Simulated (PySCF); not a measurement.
A PySCF script (with the pyscf-properties extension) for the NMR shieldings of `[C@@H]1(CC)CC[C@](F)(C#N)[SiH2]1`, C7H12FNSi, on a GFN2-xTB geometry:

```python
import basis_set_exchange as bse
import numpy as np
from pyscf import gto, dft
from pyscf.prop import nmr

atoms = """
C     2.925949    0.287838   -0.243009
C     1.754998   -0.651793   -0.492210
C     0.544988   -0.293991    0.368635
C    -0.613390   -1.287479    0.185673
C    -1.870207   -0.692192    0.810176
C    -2.053450    0.723267    0.247019
F    -2.763763    1.510684    1.155302
C    -2.755375    0.695113   -1.004471
N    -3.262016    0.661000   -2.030490
Si   -0.242587    1.410830    0.012854
H     3.780468    0.003138   -0.852019
H     2.650361    1.311201   -0.489632
H     3.225114    0.258265    0.802417
H     2.063486   -1.677731   -0.272275
H     1.477056   -0.612278   -1.547714
H     0.861349   -0.335114    1.417522
H    -0.380754   -2.252839    0.639200
H    -0.786433   -1.452551   -0.881260
H    -1.744064   -0.597010    1.891209
H    -2.746955   -1.315699    0.622327
H    -0.059639    1.881657   -1.358560
H    -0.015547    2.445069    1.018457
"""
names = dict.fromkeys(["C", "F", "N", "Si", "H"], "pcSseg-1")
basis = {el: gto.basis.parse(bse.get_basis(n, elements=[el], fmt="nwchem")) for el, n in names.items()}
mol = gto.M(atom=atoms, basis=basis, charge=0, verbose=0)
mf = dft.RKS(mol, xc="PBE0")
mf.grids.level = 2
mf.grids.alignment = dft.numint.BLKSIZE   # the property module wants whole blocks of grid points
mf.conv_tol = 1e-9
mf.kernel()

calc = nmr.RKS(mf)   # GIAO
C = mf.mo_coeff
Co = C[:, mf.mo_occ > 0]
resp = mf.gen_response(singlet=True, hermi=2)
def vind(x):   # induced exchange potential for any number of trial vectors
    d = np.einsum("pi,xij,qj->xpq", C, 2 * x.reshape(-1, C.shape[1], Co.shape[1]), Co, optimize=True)
    return np.einsum("xpq,pi,qj->xij", resp(d - d.transpose(0, 2, 1)), C, Co, optimize=True).ravel()
mo1, _ = nmr.rhf.solve_mo1(calc, with_cphf=vind)
sigma = calc.kernel(mo1)
for i, s in enumerate(sigma):   # ppm
    print("%2d %-2s %9.2f" % (i, mol.atom_pure_symbol(i), np.trace(s) / 3))
```

Task: Give the expected output.

Result: 
```
 0 C     167.26
 1 C     156.20
 2 C     152.00
 3 C     151.56
 4 C     141.89
 5 C     100.09
 6 F     386.20
 7 C      61.89
 8 N     -53.27
 9 Si    356.36
10 H      30.27
11 H      31.04
12 H      30.65
13 H      29.93
14 H      30.38
15 H      30.24
16 H      29.57
17 H      30.21
18 H      29.52
19 H      28.99
20 H      27.38
21 H      27.05
```

These numbers come from an equivalent density-fitted implementation of the same equations, which agrees with the script to about 0.01 ppm for H and up to a few tenths of a ppm for heavy atoms, so last digits may differ.

Task: Turn these shieldings into chemical shifts. Referencing at the same level of theory: 13C (186.93 ppm), 29Si (349.16 ppm), 1H (31.72 ppm) against TMS; 19F (170.95 ppm) vs CFCl3; 15N (267.73 ppm) vs NH3.

Result: Averaging equivalent atoms: C 7: 125.0; C 5: 86.8; C 4: 45.0; C 3: 35.4; C 2: 34.9; C 1: 30.7; C 0: 19.7; F 6: -215.3; N 8: 321.0; Si 9: -7.2; H 21: 4.67; H 20: 4.34; H 19: 2.72; H 18: 2.19; H 16: 2.14; H 13: 1.79; H 17: 1.51; H 15: 1.48; H 14: 1.34; H 10/11/12: 1.06 ppm. Unscaled 19F shifts against computed CFCl3 carry errors that often reach 10 to 50 ppm. Experimental scales use liquid or dissolved standards, which lie at an offset from isolated NH3 (liquid NH3: subtract about 20 ppm). Unscaled 15N shifts of sp2 nitrogen come out 20 to 40 ppm too high even then.

Size and cost of the density-fitted run: 237 basis functions, 2.6 min wall time on 1 thread of an Intel Xeon, shared host; peak memory 1.1 GiB.
